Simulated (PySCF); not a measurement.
Species: C₃H₈OSeSi.
Atom-mapped SMILES: `[CH2:1]=[CH:2][Se:3][CH2:4][O:5][SiH3:6]` (hydrogens: H7, H8 on C1; H9 on C2; H10, H11 on C4; H12, H13, H14 on Si6)

A GFN2-xTB structure was refined with PBE0-D3(BJ)/def2-SVP geometry optimisation, gas phase in PySCF. Its GFN2-xTB values:

| coordinate | GFN2-xTB |
| --- | --- |
| C1=C2 | 1.309 Å |
| C1–H7 | 1.066 Å |
| C1–H8 | 1.088 Å |
| C2–Se3 | 1.885 Å |
| C2–H9 | 1.065 Å |
| Se3–C4 | 2.024 Å |
| C4–O5 | 1.320 Å |
| C4–H10 | 1.106 Å |
| O5–Si6 | 1.623 Å |
| Si6–H12 | 1.462 Å |
| C1–C2–Se3 | 123.4° |
| C2–Se3–C4 | 96.3° |
| Se3–C4–O5 | 115.1° |
| C4–O5–Si6 | 129.7° |

Q: How do these coordinates change at the PBE0-D3(BJ)/def2-SVP level?

A: 
```csv
coordinate,PBE0-D3(BJ)/def2-SVP (Å or °),change
C4–O5,1.381,+0.061
O5–Si6,1.677,+0.054
Se3–C4,1.971,-0.053
Si6–H12,1.497,+0.035
C2–H9,1.096,+0.031
C1–H7,1.094,+0.028
C1=C2,1.334,+0.025
C2–Se3,1.895,+0.010
C4–H10,1.100,-0.006
C1–H8,1.093,+0.005
C4–O5–Si6,126.7,-3.0
C2–Se3–C4,98.3,+2.0
Se3–C4–O5,115.6,+0.5
C1–C2–Se3,124.0,+0.6
```

The energy falls by 0.434 eV over 15 energy and gradient evaluations, the largest force component goes from 0.0525 to 3.6e-04 Eh/bohr, and the atoms move by 1.087 Å rms after alignment. The bond that changes most is C4–O5 (sp3 carbon bound to oxygen to silyl ether oxygen), which lengthens by 0.061 Å. Bonds longer at the end by more than 0.005 Å: 9 of 13; shorter: 2. Among the dihedrals that turn most is C2–Se3–C4–H10, from 57° to 138°. Rotational constants go from 6963, 820.9, 769.6 to 3173, 1084, 919.9 MHz.

The run used 146 basis functions and 116 SCF cycles in all.

No PBE0-D3(BJ)/def2-SVP frequencies stand behind this structure, so it isn't proved a minimum. The numbers are those of one conformer.
